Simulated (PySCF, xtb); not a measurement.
H12N2OSi4, SMILES O([SiH](N[SiH3])N[SiH3])[SiH3]. One conformer was computed; it need not be the lowest.

Harmonic wavenumbers (cm⁻¹) from GFN2-xTB (xtb) at its own minimum, in rising order: 24, 31, 41, 71, 82, 99, 104, 115, 152, 218, 237, 297, 322, 365, 539, 565, 568, 583, 587, 613, 620, 646, 663, 748, 755, 757, 765, 774, 785, 799, 804, 820, 824, 834, 986, 998, 1090, 1191, 1201, 2191, 2193, 2226, 2228, 2234, 2242, 2253, 2256, 2261, 2308, 3499, 3501.

Question: What does PySCF with PBE-D3(BJ)/def2-SVP give at its own minimum? (Estimate from the structure and the level; the computed values follow.)

Answer: 38, 48, 61, 72, 87, 97, 132, 144, 152, 263, 289, 341, 363, 428, 570, 611, 628, 685, 688, 697, 712, 715, 736, 833, 852, 886, 895, 903, 905, 916, 917, 925, 926, 953, 962, 968, 1018, 1126, 1132, 2141, 2157, 2158, 2162, 2163, 2166, 2169, 2173, 2191, 2194, 3521, 3523. Paired by order, the mean absolute difference is 64 cm⁻¹ and the zero-point energies are 73.0 and 74.9 kcal/mol.
